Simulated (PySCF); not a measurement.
Computed shifts of a molecule C4H10Si2, PBE/pcSseg-1 (PySCF), GIAO, gas phase, atoms alike by connectivity averaged where their shifts nearly agree, in ppm (number of nuclei): ¹³C: 161.3 (1), 134.2 (1), 45.2 (1), 8.3 (1). ²⁹Si: -27.9 (1), -110.0 (1). ¹H: 6.29 (1), 5.97 (1), 5.97 (1), 3.88 (3), 3.73 (2), 1.71 (1), 1.60 (1). References: ¹³C against TMS (σ = 182.0 ppm); ²⁹Si against TMS (σ = 335.4 ppm); ¹H against TMS (σ = 31.49 ppm), references at their B3LYP-D3(BJ)/def2-TZVP geometries, non-relativistic. The structure is a stationary point at B3LYP-D3(BJ)/def2-SVP. A frequency run showed that this geometry is not a minimum. The values are those of a single conformer.

Problem. Which structure fits?
(A) C#C[C@@H]([SiH3])[SiH2]C
(B) C=C1CC[Si@H]1[SiH3]
(C) [SiH3][SiH]1CC=CC1
(D) C[C@]1([SiH3])C=C[SiH2]1

Solution. B, C=C1CC[Si@H]1[SiH3]
